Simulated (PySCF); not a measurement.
## Spin states and ions at one geometry of TaO2(H2O)3

PySCF 2.14.0, UKS PBE0, Ta def2-SVP with ECP60, O def2-SVP, H def2-SVP; non-relativistic Hamiltonian with scalar-relativistic core potentials where named; density fitting; no spin-orbit coupling; singlets restricted, open shells unrestricted. The geometry is relaxed for charge 0, doublet, vacuum:

```xyz
12

Ta    0.0000    0.0000    0.0000
O     0.0000    0.0000    1.8434
O     0.0000    0.0000   -1.8434
O     2.3203    0.0000    0.0000
H     2.8873   -0.7777    0.0000
H     2.8873    0.7776    0.0000
O    -1.1602    2.0095    0.0000
H    -0.7702    2.8893    0.0000
H    -2.1171    2.1117    0.0000
O    -1.1602   -2.0095    0.0000
H    -2.1171   -2.1116    0.0000
H    -0.7702   -2.8893    0.0000
```

Energies count from the relaxed state; an electron taken off or put on is at rest in vacuum. Charges and spins are Mulliken's.

```
                     state  energy (eV)  spin squared  charge on Ta1 (e)  spin on Ta1 (e)  dipole about the centre of mass (D)
 charge 0, doublet, vacuum         0.00          0.76               0.55             1.09                                 0.51
charge +1, singlet, vacuum         5.43          0.00               1.16             0.00                                 0.00
charge +1, triplet, vacuum         6.29          2.01               1.03             0.92                                 0.48
```

Question: What does the state charge 0, quartet, vacuum give?

Answer: energy (eV) 1.97, spin squared 3.76, charge on Ta1 (e) 0.32, spin on Ta1 (e) 1.98, dipole about the centre of mass (D) 0.00.

With an electron taken off (singlet, the lower of the two states computed) the charges change, summed by element, by Ta +0.60 e, O +0.15 e, H +0.24 e. The vertical ionisation energy is 5.43 eV, against −ε(HOMO) = 3.39 eV over both spins of the relaxed state. The level lies 2.0 eV too high, as is usual for semilocal functionals and global hybrids, which keep a self-interaction error.

Open shells may have lower solutions than those found.

No frequency check is given that shows the relaxed geometry to be a minimum.
